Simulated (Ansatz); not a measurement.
Vertical singlet–triplet gap (eV) of eight silicon and germanium compounds: PBE beside CAM-B3LYP, computed with Ansatz (an electronic-structure program) for isolated molecules in the bases named; differences from unrounded values. The eight are the first of their class met in an unordered collection, after screening for sound electronic states; none was chosen by its value. Functionals give these values as differences of separate SCF runs (ΔSCF), EOM-CCSD as a root; each molecule has one DFT geometry for both levels.

```tsv
molecule	basis	CAM-B3LYP	PBE	difference
C3H8ClNSi, SMILES C/N=C/[Si@@H](C)Cl	def2-SVPD	3.63	3.49	-0.14
FH₆NOSi₂, SMILES N[Si@@H](O)[SiH2]F	def2-SVPD	5.49	4.76	-0.73
C₂H₆O₂Si, SMILES O=C(O)[SiH2]C	def2-SVPD	4.40	4.32	-0.08
Si(H)2(Br)(OMe) (CH5BrOSi), SMILES CO[SiH2]Br	def2-SVPD	6.88	?	?
C2H3ClF2Si, SMILES F/C=C(/F)[SiH2]Cl	def2-SVPD	3.88	3.86	-0.02
Si(H)(F)(OH)(OMe) (CH5FO2Si), SMILES CO[SiH](O)F	def2-SVPD	8.07	7.30	-0.77
C4H9NSi, SMILES C=C=C[Si@@H](C)N	def2-SVPD	4.55	?	?
CH6OSeSi, SMILES [SiH2](OC)[SeH]	def2-SVPD	5.11	?	?
```

Q: Some entries are withheld; supply them. (The exact figures need the calculation; the answer reports its results.)

A: 
- C4H9NSi, SMILES C=C=C[Si@@H](C)N, PBE: 4.54
- C4H9NSi, SMILES C=C=C[Si@@H](C)N, difference: -0.02
- CH6OSeSi, SMILES [SiH2](OC)[SeH], PBE: 4.91
- CH6OSeSi, SMILES [SiH2](OC)[SeH], difference: -0.20
- Si(H)2(Br)(OMe) (CH5BrOSi), SMILES CO[SiH2]Br, PBE: 6.11
- Si(H)2(Br)(OMe) (CH5BrOSi), SMILES CO[SiH2]Br, difference: -0.77

PBE lies below CAM-B3LYP in 8 and above it in 0 of the eight; the mean signed difference is -0.34 and the largest -0.77 eV.
